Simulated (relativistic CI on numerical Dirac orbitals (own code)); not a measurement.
# One change at a time: Tm⁶⁶⁺

Base calculation: Dirac-Coulomb-Breit CI, orbitals from a KLI potential per configuration, a model potential for QED, unscaled Slater integrals.

Configuration list (outside the closed core 1s2): 2s, 2p, 3s, 3p, 3d, 4s, 4p, 4d, 4f, 5s, 5p, 5d, 5f, 5g, 6s, 6p, 6d. Levels of other configurations are missing.

The lowest level and the first level of each name with at least 55 % of one term (blank where a level has no safe partner in the second run):

```csv
Level,Base (eV),Shift (eV)
2s 2S_1/2,0.0,0.0
2p 2P°_1/2,173.0,+0.3
2p 2P°_3/2,1269.7,+0.2
3s 2S_1/2,9501.1,-0.1
3p 2P°_1/2,9548.0,-0.1
3p 2P°_3/2,9874.8,-0.1
3d 2D_3/2,9886.7,-0.2
3d 2D_5/2,9980.9,-0.2
4s 2S_1/2,12760.9,-0.2
4p 2P°_1/2,12779.9,-0.2
4p 2P°_3/2,12916.9,-0.2
4d 2D_3/2,12922.0,-0.2
4d 2D_5/2,12962.0,-0.2
4f 2F°_5/2,12962.1,-0.2
```

At this charge energies of transitions that change n are usually good to better than 1 %, and those within a shell (Δn = 0) to a few per cent.

(1) One thing was changed in a second run, which moved the levels as shown. Which?
A. one mean potential for all configurations
B. QED terms removed
C. Breit term removed
D. valence Slater integrals scaled by 0.9
E. non-relativistic limit
F. configuration mixing switched off

## Answers

(1) A. One mean potential for all configurations. One potential for all configurations removes the relaxation of the orbitals, which moves whole configurations and changes the integrals a little.
